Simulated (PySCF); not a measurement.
SbF4, SMILES [F][Sb]([F])([F])[F], multiplicity 2.

Geometry optimised at B3LYP-D3(BJ)/def2-SVP. The multiplicity is an assumed one; other spin states were not compared. The isomer is the one that the SMILES or the coordinates give; other isomers of the formula were not compared. The def2 effective core potentials stand for the cores of Sb; spin–orbit coupling is left out.

Computed with TDA-LC-ωPBE/def2-SVPD run with PySCF.

Vertical excitations. The molecule is in vacuum.

```
state    energy (eV)  λ (nm)      f                              main pairs
-------  -----------  ------  -----  --------------------------------------
root 1          4.35     285  0.000                        β HOMO→LUMO 84 %
root 2          4.37     284  0.005                      β HOMO−1→LUMO 88 %
root 3          4.46     278  0.004                      β HOMO−2→LUMO 84 %
root 4          4.52     274  0.006  β HOMO−3→LUMO 76 %, β HOMO−6→LUMO 18 %
root 5          5.41     229  0.088                      β HOMO−4→LUMO 84 %
root 6          5.43     228  0.005    α HOMO→LUMO 15 %, β HOMO−5→LUMO 70 %
root 7          5.61     221  0.092    α HOMO→LUMO 80 %, β HOMO−5→LUMO 15 %
root 8          5.67     219  0.014  β HOMO−6→LUMO 74 %, β HOMO−3→LUMO 17 %
root 9          5.70     217  0.000                      β HOMO−7→LUMO 82 %
root 10         6.35     195  0.039  α HOMO→LUMO+1 52 %, β HOMO−8→LUMO 39 %
```
Unrestricted roots are not spin-pure.
